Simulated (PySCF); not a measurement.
Geometry:
```
atom   x (Å)   y (Å)   z (Å)
 Al1  -0.544  -1.205   0.966
  H2  -2.063  -1.012   1.378
  H3   0.437  -2.377   1.374
  S4   0.624   0.824   1.431
 Al5   1.061   0.838  -0.916
  H6   0.403   2.147  -1.525
  H7   2.544   0.319  -1.103
  S8  -0.381  -0.996  -1.406
  H9  -0.457   1.636   1.374
 H10  -1.499  -0.251  -1.568
```

All values are calculated (PySCF 2.14): geometry from PBE0-D3(BJ)/def2-SVP, shieldings: GIAO B3LYP/pcSseg-1 (pcSseg-2 on Al). In vacuum, rapidly exchanging positions averaged, non-relativistic Hamiltonian, single conformer.

Shifts are taken against calculated references (same method and geometry level): 1H (σ = 31.38 ppm) against TMS; [Al(H2O)6]3+ for 27Al (σ = 571.15 ppm); CS2 for 33S (σ = 485.41 ppm).

```csv
atoms,nucleus,count,δ (ppm)
Al1/Al5,27Al,2,?
H9/H10,1H,2,?
H2/H3/H6/H7,1H,4,4.62
S4/S8,33S,2,-200
```

Question: Complete the table.

Answer: 
- H9/H10: 1.28 ppm, hydrogen on a sulfur bonded to 2 Al
- Al1/Al5: 158.1 ppm, aluminium bonded to 2 S, 2 H

OH/NH shifts are gas-phase values; hydrogen bonding in solution moves them, usually downfield. Hydrides on Al or Ga are broadened by the quadrupolar metal nucleus.
